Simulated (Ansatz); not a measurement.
`OB(Cl)C[SiH3]` + `BCl` → `OB(Cl)Cl` + `BC[SiH3]` at 500 K and 1 bar (redistribution).

Computed with Ansatz on PBE0-D4/def2-TZVP structures; ΔE is electronic, products minus reactants. CCSD(T)/CBS is the MP2 limit (def2-TZVPP, def2-QZVPP) plus CCSD(T) − MP2 in def2-TZVPP, frozen cores. This one scheme is used for every species. Each species was taken in one conformer, which may not be the lowest.

| species | CCSD(T)/CBS energy (Eh) | H − E (kJ/mol) | S (J/(mol·K)) |
| --- | --- | --- | --- |
| `OB(Cl)C[SiH3]` | -890.60302 | 240.1 | 426.1 |
| `BCl` | -485.78909 | 75.1 | 258.0 |
| `OB(Cl)Cl` | -1020.26564 | 85.7 | 333.4 |
| `BC[SiH3]` | -356.11784 | 228.6 | 357.7 |

H − E and S are ideal-gas, rigid-rotor, harmonic terms from PBE0-D4/def2-TZVP, for one conformer and one mirror image of each species. 1 Eh = 2625.50 kJ/mol, R = 8.31446 J/(mol·K).

Question: By hand: ΔE, ΔH, ΔS and ΔG.

Answer: ΔE = (-1020.26564) + (-356.11784) − (-890.60302) − (-485.78909) = 0.00863 Eh = 22.7 kJ/mol. Δ(H − E) = 85.7 + 228.6 − 240.1 − 75.1 = -0.9, so ΔH = 21.8 kJ/mol. ΔS = 333.4 + 357.7 − 426.1 − 258.0 = 7.0 J/(mol·K). ΔG = 21.8 − 500 × (7.0)/1000 = 18.3 kJ/mol.

Question: By hand: the equilibrium constant, and the temperature at which ΔG would vanish if ΔH and ΔS stayed fixed.

Answer: log₁₀ K = −ΔG/(RT ln 10) = -1.9. ΔG = 0 at ΔH/ΔS = 3114 K, far beyond where these terms or the molecules hold.

The number of gas molecules stays the same, so ΔS is small and ΔH decides. A doubt of 5 kJ/mol in ΔE shifts log₁₀ K by 0.5 here. Other conformers and mirror images would add mixing entropy, several J/(mol·K) or more a flexible species. Modes under 60 cm⁻¹, often nearly free rotors, make the harmonic entropy too high. These are equilibria of isolated gas molecules and say nothing of rates. Largest T1 diagnostic: 0.012 (customary marks: 0.02 for closed shells, 0.045 for open ones).
